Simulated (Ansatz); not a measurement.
Molecule: chloro(trimethyl)silane, C$_{3}$H$_{9}$ClSi (charge 0, singlet). 
Geometry from a B3LYP-D3(BJ)/def2-TZVP (Ansatz, a program for electronic structure) optimisation:
SMILES: C[Si](C)(Cl)C
```xyz
14

Si    -0.0511     0.1244    -0.3069
Cl     0.2680    -0.6522     1.6091
C     -1.7444    -0.4328    -0.8596
C      1.2876    -0.5566    -1.4147
C      0.0483     1.9836    -0.1788
H     -2.5174    -0.0672    -0.1816
H     -1.8077    -1.5218    -0.8893
H     -1.9624    -0.0520    -1.8609
H      1.2502    -1.6467    -1.4491
H      2.2767    -0.2630    -1.0593
H      1.1666    -0.1798    -2.4338
H     -0.1124     2.4418    -1.1583
H     -0.7094     2.3699     0.5050
H      1.0268     2.2990     0.1872
```

Basis-set convergence of Hartree-Fock and CCSD correlation energies (hartree) with Ansatz. Cores are frozen in the correlated levels unless marked. No spin-orbit coupling. No relativistic terms.

```tsv
basis	functions	E(HF)	E(corr, CCSD)
cc-pV(D+d)Z	133	-867.38756	-0.74561
cc-pV(T+d)Z	294	-867.45599	-0.91478
cc-pV(Q+d)Z	563	-867.47045	-0.96829
```

Extrapolating the two largest sets (X = 3 and 4) as X^-3: E(corr) = (64·(-0.96829) - 27·(-0.91478))/37 = -1.0073 Eh, an estimate of the basis-set limit. The largest set recovers 96.1 % of it, the smallest 74.0 %.
